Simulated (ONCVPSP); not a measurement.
# nickel: one change to an ONCV potential, before and after

```
Element                 : Ni (Z = 28)
Generator               : ONCVPSP 4.0.1
Type                    : optimised norm-conserving Vanderbilt (ONCV)
Functional              : PW91
Relativity              : scalar-relativistic
Frozen core             : [Ne]
Valence charge          : 18
Reference configuration : 3s2 3p6 3d8 4s1.5 (charge +0.5)
Partial waves           : 3s+4s: rc 1.10 bohr, ncon 5, nbas 9, qcut 9 1/bohr, 2 projectors; 3p: rc 1.15 bohr, ncon 4, nbas 7, qcut 11.2 1/bohr, 3 projectors, debl 2.7 Ha; 3d: rc 1.55 bohr, ncon 4, nbas 9, qcut 8.6 1/bohr, 3 projectors, debl 0.6 Ha
Local potential         : polynomial inside 0.70 bohr (lpopt 1, dvloc0 0 Ha)
Core correction         : Teter function, fcfact 2.25, rcfact 1.45
```

In the p channel the program set the typed energies aside and used -2.786, 0.250, 2.950 Ha.

Change: fully relativistic. In the p channel the program set the typed energies aside and used -2.758, 0.250, 2.950 Ha (j = l + 1/2; the other j can differ).

Cutoffs: the cutoffs (Ha) at which the residual kinetic energy of the hardest occupied pseudo-wave falls to 1 and 0.1 mHa per electron; they do not see the model core or the augmentation charge, which bear on the density cutoff. Errors are all-electron minus pseudo energies relative to the spin-unpolarised reference configuration.

Question: How do hardness, ghosts and transferability respond?

Answer: The potential gets neither clearly harder nor softer (43 Ha and 171 Ha → 43 Ha and 171 Ha); of the 4 tests that both files solve, the error grows in 2 and shrinks in 1 by more than 15 % and 0.3 meV (median size 3.8 → 5.0 meV); neither file shows a bound ghost.

```csv
quantity,base,changed
"cutoff, loose",43 Ha,43 Ha
"cutoff, tight",171 Ha,171 Ha
loose cutoff by channel,"s 43 Ha, p 42 Ha, d 35 Ha","s 43 Ha, p 43 Ha, d 35 Ha"
bound ghosts,none,none
GHOST(+) flags under 300 eV,none,none
"error for 3s2 3p6 3d8 4s2, meV [ΔE -3.75 eV]",+0.8,+0.4
"error for 3s2 3p6 3d8 4s1, meV [ΔE 5.64 eV]",+0.4,+1.0
"error for 3s2 3p6 3d8 4s0, meV [ΔE 23.05 eV]",+6.8,+9.1
"error for 3s1 3p6 3d8 4s2, meV [ΔE 115.66 eV]",-484,-460
s: phases at 1.12 bohr within 0.05 rad from the reference energy up to (Ha; the scan ends near 5),to the end of the scan,to the end of the scan
"rms error of d²Exc/dni dnj with the model core, mHa",1.01,6.19
```
